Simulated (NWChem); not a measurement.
System: CNO anion

```xyz
3

N      0.0000     0.0000     1.2618
C      0.0000     0.0000     0.0709
O      0.0000     0.0000    -1.1594
```
Atoms are numbered in this order, from 1.

Results from NWChem. All runs use the structure optimised with B3LYP/def2-SVPD. Level: PBE0/aug-cc-pVDZ with COSMO at NWChem's default radii, gas-phase geometry; rows give the dielectric constant. Reactions with the solvent are ignored.

For dielectric constant 11.7:

```yaml
electrostatic solvation energy (kcal/mol): -61.9
```

What are these values for dielectric constant 37.5?


* **electrostatic solvation energy (kcal/mol)**: -65.9
